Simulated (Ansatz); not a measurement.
Relaxation of Cl$_{4}$H$_{4}$NTa (10 atoms, charge 0, multiplicity 1), to a largest force component of 0.03 eV/Å in at most 50 steps.

The calculation used RKS PBE0-D4/def2-SVP (Ansatz 0.2.0).

```xyz
10
Properties=species:S:1:pos:R:3
Ta 0.005 0.127 0.056
N 2.081 0.295 0.148
H 2.596 0.382 1.019
H 2.684 0.162 -0.657
Cl 0.168 0.258 2.371
Cl 0.429 -0.347 -2.180
Cl -1.014 2.131 -0.271
Cl -1.554 -1.576 0.187
H 1.339 -2.494 0.662
H 1.753 -1.918 0.540
```

**Question.** Where does it end, and by what steps?

**Answer.** The forces met the threshold. The force dipped under the threshold on the way, but the program's further checks kept it going. After 16 steps the energy has fallen by 0.357 eV; H10 moved furthest, 1.12 Å.

```csv
step,energy less start (eV),largest force component (eV/Å),accepted
0,0.0000,2.227,yes
1,-0.2111,0.752,yes
2,-0.2708,0.293,yes
3,-0.3013,0.228,yes
4,-0.3293,0.253,yes
5,-0.3482,0.226,yes
6,-0.3533,0.198,yes
7,-0.3541,0.166,yes
8,-0.3548,0.079,yes
9,-0.3556,0.048,yes
10,-0.3559,0.017,yes
11,-0.3556,0.152,no
12,-0.3561,0.033,yes
13,-0.3561,0.128,no
14,-0.3562,0.022,yes
15,-0.3563,0.149,yes
16,-0.3572,0.019,yes
```

```xyz
10
Properties=species:S:1:pos:R:3
Ta -0.040 0.398 0.012
N 1.905 0.354 0.134
H 2.417 0.455 1.006
H 2.516 0.206 -0.664
Cl 0.010 0.722 2.323
Cl 0.283 0.051 -2.272
Cl -1.072 2.425 -0.344
Cl -1.233 -1.563 0.228
H 1.483 -3.106 0.715
H 2.220 -2.922 0.738
```

Whether the end is a true minimum wasn't checked by a vibrational analysis.

Run time: 65 s on 4 threads of Arm Neoverse V2 (shared host), peak memory 0.41 GiB.
